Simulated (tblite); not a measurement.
Species: C5H12N2OSi.
SMILES with atom numbers: `[CH2:1]=[C:2]([SiH2:3][NH2:4])[C:5](=[O:6])[CH2:7][CH2:8][NH2:9]` (hydrogens: H10, H11 on C1; H12, H13 on Si3; H14, H15 on N4; H16, H17 on C7; H18, H19 on C8; H20, H21 on N9)

A start from a force field or distance geometry was refined with GFN2-xTB geometry optimisation, gas phase (tblite). Values at the start:

```json
{"coordinate": "C1=C2", "start": "1.337 Å"}
{"coordinate": "C1–H10", "start": "1.098 Å"}
{"coordinate": "C1–H11", "start": "1.071 Å"}
{"coordinate": "C2–Si3", "start": "1.803 Å"}
{"coordinate": "C2–C5", "start": "1.470 Å"}
{"coordinate": "Si3–N4", "start": "1.801 Å"}
{"coordinate": "Si3–H12", "start": "1.464 Å"}
{"coordinate": "N4–H14", "start": "1.038 Å"}
{"coordinate": "C5=O6", "start": "1.270 Å"}
{"coordinate": "C5–C7", "start": "1.499 Å"}
{"coordinate": "C7–C8", "start": "1.501 Å"}
{"coordinate": "C7–H16", "start": "1.133 Å"}
{"coordinate": "C8–N9", "start": "1.436 Å"}
{"coordinate": "C8–H18", "start": "1.110 Å"}
{"coordinate": "N9–H20", "start": "1.039 Å"}
{"coordinate": "C1–C2–Si3", "start": "123.0°"}
{"coordinate": "C1–C2–C5", "start": "119.1°"}
{"coordinate": "C2–Si3–N4", "start": "110.8°"}
{"coordinate": "C2–C5–C7", "start": "121.7°"}
{"coordinate": "Si3–C2–C5", "start": "117.9°"}
{"coordinate": "C5–C7–C8", "start": "106.4°"}
{"coordinate": "O6–C5–C7", "start": "119.0°"}
{"coordinate": "C7–C8–N9", "start": "115.5°"}
{"coordinate": "C1–C2–Si3–N4", "start": "106°"}
{"coordinate": "C1–C2–C5–O6", "start": "180°"}
{"coordinate": "C2–C5–C7–C8", "start": "180°"}
{"coordinate": "C5–C7–C8–N9", "start": "180°"}
```

**Question.** How do these coordinates change at the GFN2-xTB level?

**Answer.** 
```csv
coordinate,GFN2-xTB (Å or °),change
C2–Si3,1.898,+0.095
Si3–N4,1.722,-0.079
C5=O6,1.217,-0.053
C7–H16,1.091,-0.042
N4–H14,1.008,-0.030
C7–C8,1.527,+0.026
N9–H20,1.014,-0.025
C1–H10,1.077,-0.021
C8–N9,1.455,+0.019
C5–C7,1.511,+0.012
C1–H11,1.080,+0.009
C8–H18,1.102,-0.008
C1=C2,1.329,-0.008
Si3–H12,1.469,+0.005
C2–C5,1.472,+0.002
Si3–C2–C5,111.4,-6.5
C7–C8–N9,109.6,-5.9
C5–C7–C8,112.2,+5.8
C2–Si3–N4,105.7,-5.1
C1–C2–C5,123.7,+4.6
O6–C5–C7,121.9,+2.9
C2–C5–C7,119.3,-2.4
C1–C2–Si3,124.9,+1.9
C1–C2–C5–O6,-170,+10
C2–C5–C7–C8,174,-6
C5–C7–C8–N9,-175,+5
C1–C2–Si3–N4,110,+4
```

The energy falls by 84.9 kJ/mol over 155 L-BFGS steps, the largest force on an atom goes from 3.43 to 0.009 eV/Å, and the atoms move by 0.338 Å rms after alignment. The bond that changes most is C2–Si3 (fully substituted alkene carbon to SiH2 silicon), which lengthens by 0.095 Å. Bonds longer at the end by more than 0.005 Å: 5 of 20; shorter: 13. Among the dihedrals that turn most is H12–Si3–N4–H15, from -149° to -67°. Rotational constants go from 3018, 632.7, 563.8 to 2998, 644.5, 563.5 MHz.

On an Arm Neoverse N1 with one thread, on a shared host, this took 2.3 s wall.

Its lowest GFN2-xTB frequency is 10i cm⁻¹, too small to tell a flat minimum from a shallow saddle. The numbers are those of one conformer. 3 starts were optimised and ended at 0.00, 0.19 and 1.10 kcal/mol (GFN2-xTB); the lowest of these is shown.

The numbers are calculated, not measured.
